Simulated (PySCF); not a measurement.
SMILES [SiH3]/C=C/[SiH](Cl)Cl (C₂H₆Cl₂Si₂) (PBE0/def2-SVP optimised geometry):

```
12

Si    -2.224    -0.561     0.000
C     -0.345    -0.561     0.000
C      0.414     0.550     0.012
Si     2.267     0.464     0.010
Cl     3.013     1.439    -1.648
Cl     3.018     1.395     1.690
H     -2.737    -1.274     1.210
H     -2.710     0.851     0.000
H     -2.737    -1.274    -1.210
H      0.161    -1.539    -0.011
H     -0.065     1.539     0.023
H      2.737    -0.943    -0.009
```

Level of theory: PySCF with PBE0/def2-TZVP.

### Question
What are the frontier orbital energies and the dipole moment?

### Answer
HOMO-2 -9.27 eV, HOMO-1 -8.63 eV, HOMO -8.48 eV, LUMO -1.55 eV, LUMO+1 0.10 eV; dipole moment 1.85 D.

On the same geometry PBE/def2-TZVP (PySCF) gives HOMO-2 -7.88 eV, HOMO-1 -7.33 eV, HOMO -7.33 eV, LUMO -2.49 eV, LUMO+1 -0.80 eV; dipole moment 1.73 D.

Meta-Löwdin charges at PBE0/def2-TZVP: Si1 0.47, C2 -0.30, C3 -0.35, Si4 0.85, Cl5 -0.29, Cl6 -0.29, H7 -0.08, H8 -0.08, H9 -0.08, H10 0.12, H11 0.13, H12 -0.09.
